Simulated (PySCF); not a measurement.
C₂H₉AsIn (SMILES [CH3][In+]([CH3])<-[AsH3]), charge +1, singlet, at a GFN2-xTB geometry (such geometries of metal compounds can be far from the true shape) (all electrons, no relativity); PySCF with CAMB3LYP/STO-3G.

Here is a job for PySCF.
```python
from pyscf import gto, scf, dft

mol = gto.M(
    atom='''
In    0.014481    1.007418    0.390691
C     1.765547    1.721581   -0.864279
H     2.603607    1.059787   -0.646092
H     1.991096    2.751679   -0.590602
H     1.462318    1.645594   -1.908337
C    -1.727801    0.723352    1.817329
H    -2.598762    0.471843    1.212449
H    -1.880360    1.651993    2.366035
H    -1.461268   -0.094284    2.486848
As   -0.028756   -1.921173   -0.748905
H     0.488872   -3.079445    0.031212
H     0.672315   -2.377431   -1.980691
H    -1.264896   -2.664097   -1.119100
''',
    basis='sto-3g',
    charge=1,
    spin=0,
    verbose=4,
)

mf = dft.RKS(mol)
mf.xc = 'camb3lyp'
mf.kernel()
```

The log (banner, timings and long lists left out):

```
PySCF version 2.14.0

[INPUT] verbose = 4
[INPUT] num. atoms = 13
[INPUT] num. electrons = 102
[INPUT] charge = 1
[INPUT] spin (= nelec alpha-beta = 2S) = 0
[INPUT] symmetry False subgroup None
[INPUT] Mole.unit = angstrom
[INPUT] Symbol           X                Y                Z      unit          X                Y                Z       unit  Magmom
[INPUT]  1 In     0.014481000000   1.007418000000   0.390691000000 AA    0.027365124010   1.903744112957   0.738298989332 Bohr   0.0
[INPUT]  2 C      1.765547000000   1.721581000000  -0.864279000000 AA    3.336400290047   3.253316591255  -1.633250605213 Bohr   0.0
[INPUT]  3 H      2.603607000000   1.059787000000  -0.646092000000 AA    4.920104166000   2.002707180374  -1.220936931272 Bohr   0.0
[INPUT]  4 H      1.991096000000   2.751679000000  -0.590602000000 AA    3.762626127717   5.199919692717  -1.116076028620 Bohr   0.0
[INPUT]  5 H      1.462318000000   1.645594000000  -1.908337000000 AA    2.763380527022   3.109721972228  -3.606234283374 Bohr   0.0
[INPUT]  6 C     -1.727801000000   0.723352000000   1.817329000000 AA   -3.265070687750   1.366937171656   3.434254088230 Bohr   0.0
[INPUT]  7 H     -2.598762000000   0.471843000000   1.212449000000 AA   -4.910948442927   0.891654043793   2.291196550003 Bohr   0.0
[INPUT]  8 H     -1.880360000000   1.651993000000   2.366035000000 AA   -3.553365415587   3.121814329699   4.471158151135 Bohr   0.0
[INPUT]  9 H     -1.461268000000  -0.094284000000   2.486848000000 AA   -2.761396314591  -0.178170937928   4.699461633422 Bohr   0.0
[INPUT] 10 As    -0.028756000000  -1.921173000000  -0.748905000000 AA   -0.054340964438  -3.630490807909  -1.415225343317 Bohr   0.0
[INPUT] 11 H      0.488872000000  -3.079445000000   0.031212000000 AA    0.923834189968  -5.819307665661   0.058982131800 Bohr   0.0
[INPUT] 12 H      0.672315000000  -2.377431000000  -1.980691000000 AA    1.270491219437  -4.492693470051  -3.742963527391 Bohr   0.0
[INPUT] 13 H     -1.264896000000  -2.664097000000  -1.119100000000 AA   -2.390307016058  -5.034413699275  -2.114792506001 Bohr   0.0

nuclear repulsion = 629.482659865928
number of shells = 34
number of NR pGTOs = 192
number of NR cGTOs = 64
basis = sto-3g
ecp = {}

******** <class 'pyscf.dft.rks.RKS'> ********
method = RKS
initial guess = minao
damping factor = 0
level_shift factor = 0
DIIS = <class 'pyscf.scf.diis.CDIIS'>
diis_start_cycle = 1
diis_space = 8
diis_damp = 0
SCF conv_tol = 1e-09
SCF conv_tol_grad = None
SCF max_cycles = 50
direct_scf = True
direct_scf_tol = 1e-13
XC library pyscf.dft.libxc version 7.1.2
    S. Lehtola, C. Steigemann, M. J. T. Oliveira, and M. A. L. Marques,  SoftwareX 7, 1–5 (2018)
XC functionals = camb3lyp
    T. Yanai, D. P. Tew, and N. C. Handy,  Chem. Phys. Lett. 393, 51 (2004)
radial grids:
    Treutler-Ahlrichs [JCP 102, 346 (1995); DOI:10.1063/1.469408] (M4) radial grids

becke partition: Becke, JCP 88, 2547 (1988); DOI:10.1063/1.454033
pruning grids: <function nwchem_prune>
grids dens level: 3
symmetrized grids: False
atomic radii adjust function: <function treutler_atomic_radii_adjust>
small_rho_cutoff = 0
Set gradient conv threshold to 3.16228e-05
Initial guess from minao.
tot grids = 158808
init E= -7958.14315371859
  HOMO = -0.63294637167905  LUMO = -0.42013711480399  gap/eV = 5.79083
cycle= 1 E= -7975.98405785315  delta_E= -17.8  |g|= 0.594  |ddm|= 3.85
  HOMO = -0.331004178627702  LUMO = -0.00974068168068809  gap/eV = 8.74203
cycle= 2 E= -7976.13233851214  delta_E= -0.148  |g|= 0.203  |ddm|= 1.55
  HOMO = -0.42775386230001  LUMO = -0.0874294133826419  gap/eV = 9.26070
cycle= 3 E= -7976.15050331892  delta_E= -0.0182  |g|= 0.0363  |ddm|= 0.422
  HOMO = -0.438263041684624  LUMO = -0.091233422095287  gap/eV = 9.44316
cycle= 4 E= -7976.15098394473  delta_E= -0.000481  |g|= 0.0103  |ddm|= 0.0675
  HOMO = -0.436529232705513  LUMO = -0.091706204943065  gap/eV = 9.38311
cycle= 5 E= -7976.15102169447  delta_E= -3.77e-05  |g|= 0.00165  |ddm|= 0.018
  HOMO = -0.436379373879671  LUMO = -0.0911332694877951  gap/eV = 9.39463
cycle= 6 E= -7976.15102325418  delta_E= -1.56e-06  |g|= 0.000135  |ddm|= 0.00417
  HOMO = -0.436416398644556  LUMO = -0.0911934643421658  gap/eV = 9.39399
cycle= 7 E= -7976.15102326736  delta_E= -1.32e-08  |g|= 2.43e-05  |ddm|= 0.000386
  HOMO = -0.436418101366901  LUMO = -0.0911961601293118  gap/eV = 9.39397
cycle= 8 E= -7976.15102326825  delta_E= -8.95e-10  |g|= 5.93e-06  |ddm|= 0.000117
  HOMO = -0.436417502733158  LUMO = -0.0911949931584191  gap/eV = 9.39398
Extra cycle  E= -7976.15102326828  delta_E= -3.27e-11  |g|= 3.01e-06  |ddm|= 2.17e-05
converged SCF energy = -7976.15102326828
```
